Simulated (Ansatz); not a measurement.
`SC#C[TeH]` + `C=[CH][GeH3]` → `C=[C]([GeH3])[TeH]` + `C#CS`  (formal exchange of groups at a Te–C bond)

Computed with Ansatz on PBE0-D4/def2-TZVP structures; ΔE is electronic, products minus reactants. CBS: MP2 limit from def2 TZ/QZ plus the TZ coupled-cluster correction, frozen cores. This one scheme is used for every species. Functionals use def2-TZVPP. def2 core potentials past Kr. For Ge, Te outer-core shells are correlated without core-valence functions, which leaves a few kJ/mol of doubt a bond. Scalar relativity is left out up to krypton. Each species was taken in one conformer, which may not be the lowest.

| level | ΔE (kJ/mol) |
| --- | --- |
| B2PLYP | 13.5 |
| SCS-MP2/def2-QZVPP | 6.1 |

**Question.** What does CCSD(T)/CBS give? (Best estimate.)

**Answer.** Ansatz gave: +4.4 kJ/mol. The listed levels differ from it by 9.1, 1.7 kJ/mol.

Largest T1 diagnostic among the species: 0.013.

The D4 term adds −7.7 kJ/mol with B3LYP and −4.0 kJ/mol with PBE0; it sums over pairs of atoms, weighted by their polarisabilities, and B3LYP, whose exchange is more repulsive, gets the larger term. In def2-TZVPP, CCSD(T) changes the Hartree–Fock value by −11.9 kJ/mol (the triples alone add −1.7 kJ/mol) and MP2 by −15.0 kJ/mol.

B3LYP here is the variant with VWN-RPA as its local correlation; programs differ in this.
